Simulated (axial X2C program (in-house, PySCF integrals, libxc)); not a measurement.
**InF⁺: from Re and ωe to a spectrum**

A bond curve at the PBE0 level, two-component, was computed with an in-house relativistic program for diatomic molecules (basis In dyall-cv3z [11s12p9d4f1g], F dyall-av3z [7s6p3d2f] (cores contracted in-house)) for the state Ω = 1/2 (⟨Sz⟩ = 0.50, ⟨Lz⟩ = 0.00 at PBE0). Its fit gives Re = 1.9087 Å, ωe = 585.3 cm⁻¹, ωexe = 6.06 cm⁻¹ and αe = 2.680e-03 cm⁻¹; the masses are 114.9039 and 18.9984 u. Two-component means X2C with spin–orbit coupling and atomic mean-field Coulomb and Gaunt terms.

Find the reduced mass, Be and the force constant.

From the PBE0 values: μ = 16.3029 u. Be = 16.8576/(μ Re²) = 0.2838 cm⁻¹. k = 5.8918×10⁻⁷ μ ωe² = 3.29 mdyn/Å.

Where do the fundamental and the first overtone lie?

ν(1←0) = ωe − 2ωexe = 573.2 cm⁻¹; ν(2←0) = 2ωe − 6ωexe = 1134.2 cm⁻¹.

Estimate De from a Morse curve and compare with the computed well depth of 1.195 eV to In+ + F.

De(Morse) = ωe²/(4ωexe) = 1.752 eV against 1.195 eV computed, a ratio of 1.47. The extrapolation overshoots: the well softens faster than a Morse curve, or the lowest atomic limit lies below the one to which the curve heads.

A Morse curve ties αe to the other constants (Pekeris). How well does that hold?

αe(Morse) = 6Be²/ωe × (√(ωexe/Be) − 1) = 2.990e-03 cm⁻¹; the PBE0 curve gives 2.680e-03 cm⁻¹, a ratio of 1.12.

Estimate the centrifugal constant by the Kratzer relation.

D = 4Be³/ωe² = 2.67e-07 cm⁻¹.

The state is a single determinant with fixed occupations, the lowest that a limited PBE0 search found. De is counted from the lowest determinant-based energies of the atoms at the same level, without counterpoise correction. Density functionals use the spin component along the axis (collinear). In 2c an atomic determinant is not the ground J level, so De misses part of the atomic spin–orbit lowering. This holds for PBE0. The functionals have no current-density term, which raises determinants with orbital currents, atoms included.
